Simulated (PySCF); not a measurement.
Gas-phase reaction: 2 ZrOCl2 + O2 → 2 ZrO2 + 2 Cl2

Method: PySCF energies plus ideal-gas RRHO corrections (1 bar). † marks an energy on the PBE0/def2-TZVP geometry and frequencies. CCSD(T) freezes the core. Open shells (unrestricted): O2 (multiplicity 3); the rest are closed-shell singlets. Zr: scalar-relativistic def2 core potential, no spin-orbit coupling. ZrOCl2: computed as isolated molecules; such fragments, hydroxides, amides, oligomers or adducts are transient or little studied in the gas. CCSD(T) isn't extrapolated to the basis-set limit. Warning, large T1 diagnostic: ZrO2 (CCSD(T)/def2-TZVPP†).

ωB97M-V/def2-TZVP† gives ΔH°(298 K) = 715 kJ.

Question: What do CCSD(T)/def2-TZVPP†, PBE/def2-TZVP†, ωB97X-V/def2-TZVP† give?

Answer: CCSD(T)/def2-TZVPP†: 709 kJ; PBE/def2-TZVP†: 629 kJ; ωB97X-V/def2-TZVP†: 739 kJ. For scale, ΔH°(298 K) is 715 kJ at this level, 739 kJ at ωB97X-V/def2-TZVP†, and runs from 617 to 950 kJ over the 18 levels computed.
